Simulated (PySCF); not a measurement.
A structure optimised at PBE-D3(BJ)/def2-SVP, used in a PySCF frequency run:

```xyz
9

Be     0.3263     0.5345     0.0000
Br    -0.0570    -1.4025     0.0000
C      0.6603     2.1816     0.0000
C     -0.5462     3.1436     0.0000
H      1.3126     2.3971    -0.8799
H      1.3126     2.3971     0.8799
H     -1.1921     2.9975     0.8908
H     -1.1921     2.9975    -0.8908
H     -0.2338     4.2097     0.0000
```

### Question
Write its SMILES, formula and point group.

### Answer
C[CH2][Be][Br], C2H5BeBr, Cs

### Question
What are its rotational constants (standard atomic weights)?

### Answer
25.822, 1.3313, 1.2864 GHz
